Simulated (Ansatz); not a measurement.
SiMeCl3 (CH3Cl3Si), 8 atoms. Hardware: 2 threads of Intel Xeon Platinum 8488C on a shared host.

Correlated methods freeze 21 core orbitals.

(1) How many basis functions does each of these Ansatz runs have, and roughly what does it cost? HSE06-D4/def2-TZVP, charge 0 singlet, energy, from earlier orbitals; PBE0-D4/def2-TZVP, charge 0 triplet at the geometry of the charge 0 singlet, energy; PBE0-D4/def2-SVP, charge 0 singlet, energy, from earlier orbitals; CCSD(T)/def2-TZVP, charge 0 singlet, energy, from earlier orbitals; BHLYP-D4/def2-TZVP, charge 1 doublet at the geometry of the charge 0 singlet, energy, from earlier orbitals; r2SCAN-D4/def2-TZVP, charge 0 singlet, energy, from earlier orbitals; BHLYP-D4/def2-TZVP, charge 0 singlet, energy, from earlier orbitals; PBE0-D4/def2-SVP, charge 0 singlet, frequencies; PBE0-D4/def2-SVP, charge 0 singlet, energy with a search over starts; PBE-D4/def2-TZVP, charge 0 singlet, energy, from earlier orbitals; B3LYP-D4/def2-TZVP, charge 0 singlet, energy, from earlier orbitals; LDA (SPW92)/def2-TZVP, charge 0 singlet, energy, from earlier orbitals.

Answers

(1) Other jobs shared the machine, so times can vary by a factor of up to 3. A dash marks memory too small to be measured apart from the calling script's.

```json
{"run": "LDA (SPW92)/def2-TZVP, charge 0 singlet, energy, from earlier orbitals", "functions": "197", "fitting or Cholesky vectors": "1332", "wall time": "2.2 s", "peak host memory (GiB)": "–"}
{"run": "PBE0-D4/def2-SVP, charge 0 singlet, energy, from earlier orbitals", "functions": "101", "fitting or Cholesky vectors": "946", "wall time": "2.2 s", "peak host memory (GiB)": "–"}
{"run": "PBE0-D4/def2-SVP, charge 0 singlet, energy with a search over starts", "functions": "101", "fitting or Cholesky vectors": "946", "wall time": "2.6 s", "peak host memory (GiB)": "–"}
{"run": "PBE-D4/def2-TZVP, charge 0 singlet, energy, from earlier orbitals", "functions": "197", "fitting or Cholesky vectors": "1332", "wall time": "3.4 s", "peak host memory (GiB)": "–"}
{"run": "B3LYP-D4/def2-TZVP, charge 0 singlet, energy, from earlier orbitals", "functions": "197", "fitting or Cholesky vectors": "1362", "wall time": "4.8 s", "peak host memory (GiB)": "0.59"}
{"run": "HSE06-D4/def2-TZVP, charge 0 singlet, energy, from earlier orbitals", "functions": "197", "fitting or Cholesky vectors": "1384", "wall time": "4.8 s", "peak host memory (GiB)": "0.62"}
{"run": "BHLYP-D4/def2-TZVP, charge 0 singlet, energy, from earlier orbitals", "functions": "197", "fitting or Cholesky vectors": "1498", "wall time": "4.8 s", "peak host memory (GiB)": "0.62"}
{"run": "r2SCAN-D4/def2-TZVP, charge 0 singlet, energy, from earlier orbitals", "functions": "197", "fitting or Cholesky vectors": "1332", "wall time": "6 s", "peak host memory (GiB)": "–"}
{"run": "BHLYP-D4/def2-TZVP, charge 1 doublet at the geometry of the charge 0 singlet, energy, from earlier orbitals", "functions": "197", "fitting or Cholesky vectors": "1498", "wall time": "28 s", "peak host memory (GiB)": "1.2"}
{"run": "PBE0-D4/def2-TZVP, charge 0 triplet at the geometry of the charge 0 singlet, energy", "functions": "197", "fitting or Cholesky vectors": "1384", "wall time": "39 s", "peak host memory (GiB)": "1.2"}
{"run": "CCSD(T)/def2-TZVP, charge 0 singlet, energy, from earlier orbitals", "functions": "197", "fitting or Cholesky vectors": "1211", "wall time": "65 s", "peak host memory (GiB)": "2.1"}
{"run": "PBE0-D4/def2-SVP, charge 0 singlet, frequencies", "functions": "101", "fitting or Cholesky vectors": "1011", "wall time": "1.7 min", "peak host memory (GiB)": "–"}
```
